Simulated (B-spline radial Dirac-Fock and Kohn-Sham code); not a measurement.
# Gd⁺: non-radiative channels of the 4s vacancy

System: gadolinium as Gd⁺ in the configuration [Xe] 4f8 5d1 (an excited configuration).

The run's input, task.json:

```json
{"items": [{
  "Z": 64,
  "q": 1,
  "cfg": [[1, 0, 2], [2, 0, 2], [2, 1, 6], [3, 0, 2], [3, 1, 6], [3, 2, 10], [4, 0, 2], [4, 1, 6], [4, 2, 10], [4, 3, 8], [5, 0, 2], [5, 1, 6], [5, 2, 1]],
  "A": 158,
  "rrms": 5.1569,
  "do": ["binding", "quiet", "decay"],
  "holes": ["K", "L1", "L2", "L3", "M1", "M2", "M3", "M4", "M5", "N1", "N2", "N3", "N4", "N5"]
}]}
```

Run with: `python xray_run.py task.json out`

Method: independent-particle radiative and Coulomb Auger rates from relativistic LDA hole-state orbitals, with Dirac-Fock energies. Computed with a B-spline atomic structure program. Kinetic energies are configuration averages from the vacuum level; the two-hole energies are estimated from single-hole states.

```
transition  kinetic energy (eV)  width (meV)  share (%)
   N1-N2O1                 4.59          570        5.2
   N1-N2O2                28.38          454        4.1
   N1-N2O3                32.46          915        8.3
   N1-N3O1                36.13          812        7.4
   N1-N2N7                48.88          418        3.8
   N1-N3O2                59.55          801        7.3
   N1-N3O3                64.15         1060        9.6
   N1-N3N6                79.90         1320       12.1
   N1-N3N7                80.92         1610       14.7
   N1-N5O1                169.0          336        3.1
```

Coster-Kronig rates are the weakest part of this model and often come out 1.5 to 2.5 times too large. Super-Coster-Kronig decay this fast strains the one-particle picture, and such widths tend to come out too large. Channels within a few eV of threshold rest on estimated energies and may be closed in reality. The listed channels hold 76 % of the non-radiative rate. Summed by principal shells, of 11.0 eV in all: NNO 56.9 %, NNN 42.4 %, NOO 0.7 %.
